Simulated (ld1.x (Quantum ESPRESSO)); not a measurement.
**What the settings do to the TM potential of Ga (Z = 31)**

Base potential:

- Element: Ga (Z = 31)
- Generator: ld1.x (Quantum ESPRESSO) 7.5
- Type: norm-conserving Troullier–Martins (Kleinman–Bylander form)
- Functional: LDA (PZ)
- Relativity: scalar-relativistic
- Frozen core: [Ar] 3d10
- Valence charge: 3
- Reference configuration: 4s2 4p1
- Partial waves: 4s (bound): rc 1.90 bohr; 4d channel at -0.05 Ry: rc 1.75 bohr; 4p (bound): rc 2.25 bohr
- Local potential: the p channel
- Core correction: a·sin(br)/r model core, default radius (core density twice the valence density)

All-electron outer shells of the reference configuration (LDA (PZ), scalar-relativistic, ld1.x):

```json
{"shell": "3p", "level (eV)": "-98.65", "outermost node (bohr)": "0.24", "outermost maximum (bohr)": "0.56"}
{"shell": "3d", "level (eV)": "-19.40", "outermost node (bohr)": "–", "outermost maximum (bohr)": "0.53"}
{"shell": "4s", "level (eV)": "-9.17", "outermost node (bohr)": "0.81", "outermost maximum (bohr)": "1.87"}
{"shell": "4p", "level (eV)": "-2.74", "outermost node (bohr)": "0.87", "outermost maximum (bohr)": "2.53"}
```

Cutoffs, loose and tight: the cutoffs (Ry, on a coarse ladder) from which the occupation-weighted sum of valence levels, in a spherical-Bessel basis at the reference potential, stays within 10 and 1 mRy of its value at 400 Ry. They do not see the model core or the augmentation charge, which bear on the density cutoff. Test errors are all-electron minus pseudo excitation energies from the reference, over the configurations 4s2 4p0; 4s1 4p0; 4s2 4p0.5; 4s1 4p2; 4s1 4p1; 4s2 4p1.3; 4s0 4p3 (two spin-polarised tests are not counted in the largest error). A dash means not determined; rows that change the core or the reference have their own tests.

A true bound ghost makes a file unfit for plane-wave use even where its test errors are small: the radial tests pick states by their node count and pass the ghost by.

The default core radius of the base comes out at 1.55 bohr.

| change | outcome | cutoff, loose | cutoff, tight | bound ghosts | largest test error (meV) |
| --- | --- | --- | --- | --- | --- |
| base | generated | 15 Ry | 35 Ry | s, d | -191 |
| wave 4p (bound): rc 2.25 bohr becomes 4p (bound): rc 2.80 bohr | generated | 15 Ry | 35 Ry | s, d | -195 |
| reference 4s1 4p0 | generated | 12 Ry | 35 Ry | s, d | -158 |
| wave 4d channel at -0.05 Ry: rc 1.75 bohr becomes 4d channel at -0.05 Ry: rc 1.42 bohr | generated | 15 Ry | 35 Ry | s | -191 |
| local potential the s channel | generated | 15 Ry | 35 Ry | d | -173 |
| wave 4d channel at -0.05 Ry: rc 1.75 bohr becomes 4d channel at 2.42 Ry: rc 1.75 bohr | generated | 15 Ry | 35 Ry | s, d | -191 |
| type PAW; waves now 4s (bound): rcut 1.65, rcutus 1.90 bohr; 4s channel at -0.35 Ry: rcut 1.65, rcutus 1.90 bohr; 4p (bound): rcut 1.95, rcutus 2.25 bohr; 4p channel at 4.7 Ry: rcut 1.95, rcutus 2.25 bohr; 4d channel at -0.05 Ry: rcut 1.50, rcutus 1.75 bohr; local potential all-electron potential smoothed inside 1.40 bohr (lloc = -1); augmentation PSQ, inside the norm-conserving radii | generated | 8 Ry | 12 Ry | d | -203 |
| functional PBE | generated | 15 Ry | 35 Ry | s, d | -195 |

(1) What comes out with this change to the base: wave 4s (bound): rc 1.90 bohr becomes 4s (bound): rc 1.26 bohr?

(2) What comes out with this change to the base: all radii but the core radius scaled by about 0.78 (s 1.48, p 1.76, d 1.36 bohr)?

(3) What comes out with this change to the base: core correction none?

Results:

(1) outcome: generated; cutoff, loose: 50 Ry; cutoff, tight: 140 Ry; bound ghosts: s, d; largest test error (meV): -188.

(2) outcome: generated; cutoff, loose: 30 Ry; cutoff, tight: 70 Ry; bound ghosts: none; largest test error (meV): -186.

(3) outcome: generated; cutoff, loose: 15 Ry; cutoff, tight: 35 Ry; bound ghosts: s, d; largest test error (meV): +113.
